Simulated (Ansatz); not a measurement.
Isolated molecules relaxed with PBE0-D4/def2-TZVP in Ansatz; ΔE leaves out vibrations. CCSD(T)/CBS is the MP2 limit (def2-TZVPP, def2-QZVPP) plus CCSD(T) − MP2 in def2-TZVPP, frozen cores. Elements past krypton have def2 core potentials. For Sn outer-core shells are correlated without core-valence functions, which leaves a few kJ/mol of doubt a bond. One conformer a species, not always the lowest.

`C=[CH][SnH]([CH3])[F]` + `[SiH3]B[SiH3]` → `C[SiH2]B[SiH3]` + `C=[CH][SnH2][F]`  (formal exchange of groups at a C–Sn bond)

```
                species  CCSD(T)/CBS(def2) energy (Eh)
`C=[CH][SnH]([CH3])[F]`                     -432.19683
        `[SiH3]B[SiH3]`                     -607.10156
       `C[SiH2]B[SiH3]`                     -646.37773
      `C=[CH][SnH2][F]`                     -392.92056
```

Task: Work out ΔE.

Result: ΔE = (-646.37773) + (-392.92056) − (-432.19683) − (-607.10156) = 0.00010 Eh = +0.1 kcal/mol.

Largest T1 diagnostic among the species: 0.014.

In def2-TZVPP, CCSD(T) changes the Hartree–Fock value by +1.1 kcal/mol (the triples alone add +0.1 kcal/mol) and MP2 by +1.5 kcal/mol.
